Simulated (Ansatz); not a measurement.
C9H25NSi2, SMILES `C[SiH](C)N(C(C)(C)C)[Si](C)(C)C` at its PBE0-D4/def2-TZVP geometry, where that method's forces vanish. Charge 0, multiplicity 1.

```xyz
37

C    -1.3789   -1.7507    2.0020
Si   -1.5985   -0.5224    0.5994
C    -2.9582   -1.1030   -0.5529
N    -0.1170   -0.0098   -0.1638
C     0.7767   -0.9779   -0.8454
C     1.3397   -0.3902   -2.1393
C     0.0092   -2.2347   -1.2520
C     1.9154   -1.3939    0.0867
Si    0.3654    1.6138    0.3235
C    -0.8904    2.8665   -0.2846
C     2.0138    2.2246   -0.3458
C     0.5334    1.7139    2.1926
H    -0.6378   -1.3829    2.7160
H    -2.3283   -1.8625    2.5348
H    -1.0675   -2.7450    1.6753
H    -2.1128    0.7227    1.2345
H    -3.9147   -1.0273   -0.0267
H    -2.8394   -2.1367   -0.8805
H    -3.0147   -0.4653   -1.4384
H     0.5260   -0.0192   -2.7665
H     1.8766   -1.1623   -2.6967
H     2.0351    0.4250   -1.9577
H    -0.4449   -2.7408   -0.3979
H     0.6975   -2.9444   -1.7155
H    -0.7714   -2.0005   -1.9774
H     2.5948   -2.0924   -0.4100
H     2.4989   -0.5292    0.4070
H     1.5173   -1.8797    0.9805
H    -1.8874    2.7059    0.1273
H    -0.5720    3.8772   -0.0115
H    -0.9639    2.8234   -1.3750
H     2.2170    3.1636    0.1802
H     2.8610    1.5629   -0.1594
H     1.9797    2.4543   -1.4122
H     0.8092    2.7283    2.4962
H     1.3204    1.0380    2.5401
H    -0.3893    1.4506    2.7132
```

(1) What forces (eV/Å) does r2SCAN-D4/def2-TZVPP give on these atoms in Ansatz 0.2.0? (Estimate.)

Results:

(1) Ansatz gave: 
```
C1  -0.006 -0.006  0.004
Si2 -0.088  0.014  0.051
C3  -0.010 -0.011  0.012
N4  -0.134  0.153  0.078
C5   0.087 -0.103 -0.070
C6   0.087  0.074 -0.142
C7  -0.078 -0.157 -0.050
C8   0.130 -0.043  0.095
Si9  0.026  0.067  0.008
C10  0.001  0.004  0.013
C11  0.007  0.011  0.001
C12 -0.010  0.009  0.000
H13 -0.012 -0.019  0.001
H14  0.017 -0.008  0.004
H15 -0.006  0.013  0.027
H16  0.001 -0.042 -0.012
H17  0.006 -0.005 -0.020
H18 -0.018  0.020 -0.001
H19 -0.011 -0.021  0.004
H20  0.004  0.001  0.002
H21 -0.006  0.009  0.004
H22 -0.014 -0.029 -0.006
H23  0.006  0.007 -0.020
H24 -0.007  0.010  0.004
H25  0.008 -0.001  0.007
H26 -0.001  0.002  0.004
H27 -0.009 -0.010 -0.001
H28 -0.003  0.001 -0.001
H29  0.015  0.023 -0.022
H30 -0.014 -0.004 -0.013
H31 -0.008  0.014  0.012
H32  0.004 -0.007 -0.009
H33 -0.004  0.028 -0.016
H34  0.017  0.005  0.019
H35  0.001 -0.015  0.011
H36 -0.008  0.012  0.014
H37  0.029  0.006  0.010
```
